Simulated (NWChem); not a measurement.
Species: CH6OSi; SMILES O[SiH2]C

```xyz
9

Si     0.4543     0.1230    -0.0137
C     -0.4306    -1.5386    -0.0336
O     -0.5875     1.4291    -0.0872
H      1.3144     0.2606    -1.2150
H      1.3102     0.1895     1.2099
H     -1.0783    -1.6727     0.8412
H      0.3029    -2.3552    -0.0270
H     -1.0492    -1.6499    -0.9312
H     -1.1645     1.5617     0.6773
```
Atoms are numbered in this order, from 1.

Level: B3LYP/6-31G* (spherical d) (NWChem), optimised geometry, unscaled harmonic frequencies. 

```tsv
frequency (cm⁻¹)	IR intensity (km/mol)
164	0.4
196	80.4
258	57.1
499	14.6
665	4.9
714	58.8
772	56.7
846	110.2
899	27.4
924	128.7
959	203.9
992	180.2
1334	28.4
1491	3.0
1496	3.0
2211	202.5
2273	158.0
3042	3.7
3111	14.4
3125	11.9
3805	53.9
```

```json
{
 "zero_point_energy": "42.5 kcal/mol",
 "thermal correction to the enthalpy at 298.15 K (with zero-point energy)": "46.5 kcal/mol",
 "heat capacity Cv": "17.7 cal/(mol K)",
 "entropy at 298.15 K and 1 atm (symmetry number 1)": "70.5 cal/(mol K)",
 "dipole_moment": "1.86 D"
}
```

Rigid rotor and harmonic oscillator.
